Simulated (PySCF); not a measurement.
## Excitation energy of Se by level of theory

Se [Ar] 3d10 4s2 4p4 (3P) → Se [Ar] 3d10 4s1 4p5 (3P), as a difference of total energies. All numbers are calculated (PySCF 2.14, the non-relativistic Hamiltonian (point nucleus), in def2-QZVPPD). Correlated levels: valence: [Ar] 3d10 frozen. The calculations carry no spin-orbit coupling.

| method | excitation energy (eV) |
| --- | --- |
| UHF | 11.178 |
| MP2 (valence) | 10.309 |
| SCS-MP2 (valence) | 10.205 |
| CCSD (valence) | 9.415 |
| CCSD(T) (valence) | 8.838 |

Task: How much does correlation contribute at CCSD(T) (valence)?

Result: 8.838 − (11.178) = -2.340 eV, measured against UHF.

A first-order spin-orbit estimate (lowest level to lowest level, LS coupling) adds -0.011 eV.

The upper state lies above the first ionisation limit, where it may autoionise and the basis confines it.

The coupled-cluster amplitudes are large for the upper state (T1 above 0.03 or a double amplitude above 0.15), so a single reference is strained.
